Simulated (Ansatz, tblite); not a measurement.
Cost and result up the ladder for the cluster Pt3H4 (7 atoms). Total charge 0; singlet. Geometry: PBE0-D4/def2-TZVP.

```xyz
7

Pt   -1.1808    0.0522   -0.1156
Pt    1.3642    0.3967   -0.7380
Pt    0.7888   -1.6916    0.4264
H    -0.2087   -0.9720    1.3709
H    -1.4427    1.1941    0.8439
H     2.8462    0.0078   -0.9709
H    -2.1669    1.0127   -0.8167
```

Ansatz on 4 threads of Arm Neoverse V1 on a shared host; xTB runs through tblite on one thread. Times are rough, summed over both states, and most runs start from the orbitals of an earlier one. ωB97M-V/def2-TZVP serves as the yardstick here, not as an exact answer. The other state is a quintet at its own geometry, which has other bonds, so the gap mixes isomer and spin.

In the def2 sets Pt takes a core potential; there is no spin–orbit coupling. The xTB rows come from tblite. B3LYP takes the VWN-RPA correlation. Correlated methods freeze no core orbitals; core or outer-core shells of Pt are correlated, in sets that lack core-valence functions. The structure comes from a short search, and lower isomers may exist.

Run but left out: r2SCAN-D4/def2-TZVP (singlet: restricted singlet, unstable towards broken spin symmetry); BHLYP-D4/def2-TZVP (singlet: restricted singlet, unstable in another Hartree–Fock run and untested here).

Correlated methods converge slowly with the basis.

xTB has no spin-polarisation term.

| level | functions | wall time | quintet − singlet (eV) | difference from ωB97M-V/def2-TZVP (eV) | remarks |
| --- | --- | --- | --- | --- | --- |
| GFN2-xTB | 31 | 0.008 s | 1.42 | -0.28 | – |
| GFN1-xTB | 35 | 0.009 s | 2.04 | 0.34 | – |
| PBE-D4/def2-TZVP | 144 | 5.1 s | 1.39 | -0.30 | – |
| revPBE-D4/def2-TZVP | 144 | 5.2 s | 1.39 | -0.31 | – |
| PBE0-D4/def2-TZVP | 144 | 7.8 s | 1.45 | -0.25 | – |
| B3LYP-D4/def2-TZVP | 144 | 8 s | 1.49 | -0.21 | – |
| RPA@PBE/def2-TZVP | 144 | 12 s | 1.56 | -0.14 | test for broken spin undecided (singlet) |
| r2SCANh-D4/def2-TZVP | 144 | 14 s | 1.23 | -0.47 | – |
| ωB97M-V/def2-TZVP | 144 | 38 s | 1.70 | 0.00 | – |
